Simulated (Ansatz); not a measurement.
One change: `[SiH3][SiH2][NH][GeH3]` becomes `[SiH3][NH][GeH3]`.

Ansatz, PBE0-D4/def2-TZVP geometries, multiplicity 1. Each molecule was computed in one conformer, which needn't be the lowest.

Scalar relativity is left out up to krypton.

| property | `[SiH3][SiH2][NH][GeH3]` |
| --- | --- |
| size of the dipole moment (ωB97M-V/def2-TZVPP) / D | 1.14 |
| HOMO–LUMO gap (PBE0/def2-TZVPP) / eV | 6.78 |
| size of the dipole moment (PBE/def2-TZVPP) / D | 1.10 |
| size of the dipole moment (B3LYP/def2-TZVPP) / D | 1.09 |
| HOMO–LUMO gap (PBE/def2-TZVPP) / eV | 4.68 |
| LUMO energy (B3LYP/def2-TZVPP) / eV | -0.56 |

(1) Give the same properties after the change, and the shifts. (An estimate is asked.)

## Answers

(1) The calculation gave: 
```tsv
property	`[SiH3][NH][GeH3]`	shift
size of the dipole moment (ωB97M-V/def2-TZVPP) / D	1.07	-0.07
HOMO–LUMO gap (PBE0/def2-TZVPP) / eV	7.27	0.49
size of the dipole moment (PBE/def2-TZVPP) / D	1.04	-0.06
size of the dipole moment (B3LYP/def2-TZVPP) / D	1.03	-0.06
HOMO–LUMO gap (PBE/def2-TZVPP) / eV	5.10	0.42
LUMO energy (B3LYP/def2-TZVPP) / eV	-0.24	0.32
```

With PBE0 the HOMO falls by 0.13 eV and the LUMO rises by 0.36 eV, so the gap widens by about 0.49 eV. PBE moves the HOMO by -0.04 eV and ωB97M-V by -0.23 eV. The zero-point energy changes by -44.6 kJ/mol with -9 modes. Dipoles are sizes alone; their direction can turn.

B3LYP here is the variant with VWN-RPA as its local correlation; programs differ in this.
